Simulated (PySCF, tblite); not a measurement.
Isomers of C6H8F4O, one GFN2-xTB conformer each. Single-point energies are computed at PBE0/pcSseg-1 (PySCF, gas phase, no added dispersion term), electronic only.

```json
{"SMILES": "CC(C)[C@@H](F)C(F)(F)C(=O)F", "GFN2-xTB relative energy (kJ/mol)": "89.5"}
{"SMILES": "CC(C)(CC(F)(F)F)C(=O)F", "GFN2-xTB relative energy (kJ/mol)": "0.0"}
{"SMILES": "FC(F)(F)[C@@]1(F)CCCOC1", "GFN2-xTB relative energy (kJ/mol)": "10.4"}
```

Conformers: `[CH3:1][CH:2]([CH3:3])[C@@H:4]([F:5])[C:6]([F:7])([F:8])[C:9](=[O:10])[F:11]` with C1–C2–C4–F5 -56°, C2–C4–C6–F7 138°, C4–C6–C9–O10 90°; `[CH3:1][C:2]([CH3:3])([CH2:4][C:5]([F:6])([F:7])[F:8])[C:9](=[O:10])[F:11]` with C1–C2–C4–C5 170°, C1–C2–C9–O10 94°; `[F:1][C:2]([F:3])([F:4])[C@@:5]1([F:6])[CH2:7][CH2:8][CH2:9][O:10][CH2:11]1` with C2–C5–C7–C8 173°, C5–C7–C8–C9 -54°, C7–C8–C9–O10 60°, C8–C9–O10–C11 -62°.

What does PBE0/pcSseg-1 give for the same structures?

```tsv
SMILES	PBE0/pcSseg-1 E (Eh)	PBE0/pcSseg-1 (kJ/mol)	GFN2-xTB (kJ/mol)	point group
CC(C)(CC(F)(F)F)C(=O)F	-707.29488	0.0	0.0	C1
FC(F)(F)[C@@]1(F)CCCOC1	-707.26472	79.2	10.4	C1
CC(C)[C@@H](F)C(F)(F)C(=O)F	-707.25746	98.2	89.5	C1
```

Both levels put the same isomer lowest; measured from each level's own lowest isomer, the values differ by up to 68.8 kJ/mol (FC(F)(F)[C@@]1(F)CCCOC1: 10.4 against 79.2). As drawn, the lowest has a quaternary carbon, which the highest lacks.

Which frontier levels, dipoles and rotational constants go with these structures?

```tsv
SMILES	HOMO (eV, PBE0/pcSseg-1)	LUMO (eV)	dipole (D)	A, B, C (MHz)
CC(C)(CC(F)(F)F)C(=O)F	-9.02	-0.54	3.91	1725, 796.5, 724.8
FC(F)(F)[C@@]1(F)CCCOC1	-7.82	1.13	2.82	1990, 813.8, 774.3
CC(C)[C@@H](F)C(F)(F)C(=O)F	-9.45	-1.36	2.92	1621, 816.2, 795.0
```

What happens when harmonic zero-point energies from GFN2-xTB frequencies are added?

```
                     SMILES  ZPE (kJ/mol)  electronic (kJ/mol)  with ZPE (kJ/mol)
     CC(C)(CC(F)(F)F)C(=O)F         355.6                  0.0                0.0
    FC(F)(F)[C@@]1(F)CCCOC1         362.1                 79.2               85.7
CC(C)[C@@H](F)C(F)(F)C(=O)F         355.3                 98.2               98.0
```

The zero-point energies span 6.8 kJ/mol. The order is unchanged.
